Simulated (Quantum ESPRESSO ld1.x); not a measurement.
Input (ld1.x (Quantum ESPRESSO 7.5)):

```
 &input
    zed=31.0,
    iswitch=1,
    rel=2,
    dft='PW91',
    config='[Ne]',
    rel_dist='energy',
    verbosity='high',
    lsmall=.true.,
    prefix='ld1',
    max_out_wfc=37,
    file_charge='ld1.rho',
 /
```

Command: `OMP_NUM_THREADS=1 ld1.x < ld1.in > ld1.out`

It prints (banner and zero overlaps left out):

```
     Program LD1 v.7.5 starts

     --------------------------- All-electron run ----------------------------

     dirac relativistic calculation

     atomic number is 31.00
     dft =PW91   lsd =0 sic =0 latt =0  beta=0.20 tr2=1.0E-14
     Exchange-correlation= PW91
                           (   1   4   2   2   0   0   0)
     mesh =2005 r(mesh) =  99.28682 a.u. xmin = -8.00 dx = 0.00800
     1 Ry =  13.60569312 eV, c = 137.03599908

     n l j   nl                  e(Ry)          e(Ha)          e(eV)
     Spin orbit split results
     1 0 0.5 1S 1( 2.00)    -818.222560601    -409.111280300 -11132.4850658
     2 0 0.5 2S 1( 2.00)    -155.465894657     -77.732947329  -2115.2212538
     2 1 0.5 2P 1( 2.00)    -145.551230891     -72.775615446  -1980.3253812
     2 1 1.5 2P 1( 4.00)    -143.432641052     -71.716320526  -1951.5004980
     Averaged results
     1 0     1S 1( 2.00)    -818.222560601    -409.111280300 -11132.4850658
     2 0     2S 1( 2.00)    -155.465894657     -77.732947329  -2115.2212538
     2 1     2P 1( 6.00)    -144.138837665     -72.069418832  -1961.1087924

     final scf error:  8.4E-15 reached in  16 iterations

     Etot =   -3369.082339 Ry,   -1684.541169 Ha,  -45838.700405 eV

     Ekin =    3444.217435 Ry,    1722.108717 Ha,   46860.965465 eV
     Encl =   -7299.459575 Ry,   -3649.729788 Ha,  -99314.206944 eV
     Eh   =     586.160034 Ry,     293.080017 Ha,    7975.113550 eV
     Exc  =    -100.000233 Ry,     -50.000116 Ha,   -1360.572476 eV
```

Run on one thread of a shared host, so times are rough (Intel(R) Xeon(R) Processor @ 2.60GHz): 0.45 s of CPU time, 0.88 s wall, 16 iterations on 2005 mesh points.
